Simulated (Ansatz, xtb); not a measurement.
**C3H5FGeN2: 8 structures ranked**

8 gas-phase structures of C3H5FGeN2, from a drawn sample of its isomers (lower ones may exist). Each was relaxed with GFN2-xTB:

A. `Fc1[nH]cn[c]1[GeH3]`, a singlet
B. `Fc1cn[c]([GeH3])[nH]1`, a singlet
C. `Fc1n[c]([GeH3])c[nH]1`, a singlet
D. `Fc1ncc[n]1[GeH3]`, a singlet
E. `Fc1c[nH][c]([GeH3])n1`, a singlet
F. `Fc1nc[c]([GeH3])[nH]1`, a singlet
G. `Fc1cnc[n]1[GeH3]`, a singlet
H. `Fc1c[n]([GeH3])cn1`, a singlet

Q: Which do you expect lowest at r2SCAN-D4/def2-SVP, and how would the others follow?

A: Calculated order at r2SCAN-D4/def2-SVP: D (0.0), H (0.5), F (2.9), E (4.7), G (5.1), C (5.3), A (9.0), B (9.8) kcal/mol. Less than 1 kcal/mol parts D and H; E and G; G and C; A and B, so the order within those pairs means little.

Energies above the lowest of each column, in kcal/mol; the last columns are at PBE-D3(BJ)/def2-SVP geometries and were run for some of them only (a dash: not run or not comparable):

```
structure  GFN2-xTB  HF/STO-3G  r2SCAN-D4/def2-SVP  PBE-D3(BJ)/def2-SVP  CCSD(T)/def2-SVP + ΔMP2/def2-TZVPP
        D       0.0        0.0                 0.0                  0.0                                 0.0
        H       5.2        1.1                 0.5                  1.1                                 1.4
        F      14.9       11.9                 2.9                  3.2                                 5.7
        E      14.9       13.3                 4.7                  4.1                                 7.3
        G       2.6        2.2                 5.1                  4.4                                 4.7
        C      15.1       13.6                 5.3                    –                                   –
        A      16.5       14.3                 9.0                    –                                   –
        B      16.2       14.3                 9.8                    –                                   –
```

Every level run on D puts it lowest or level with the lowest. CCSD(T)/def2-SVP + ΔMP2/def2-TZVPP orders those it was run on as D (0.0), H (1.4), G (4.7), F (5.7), E (7.3) kcal/mol. Less than 1 kcal/mol parts G and F, so the order within that pair means little. Some further structures that were screened fall inside this span and aren't listed. E keeps a small imaginary mode. Frequencies (GFN2-xTB) were run for D, E, F, G, H alone. ΔMP2 is the change of the MP2 energy from the smaller to the larger basis.

Over these structures GFN2-xTB departs from r2SCAN-D4/def2-SVP by 4.0 kcal/mol on average once a common shift is removed. A GFN2-xTB relaxation took about 0.11 s and the r2SCAN-D4/def2-SVP energy about 2.1 s on a shared host (Ansatz 0.2.0, xtb 6.7.1).
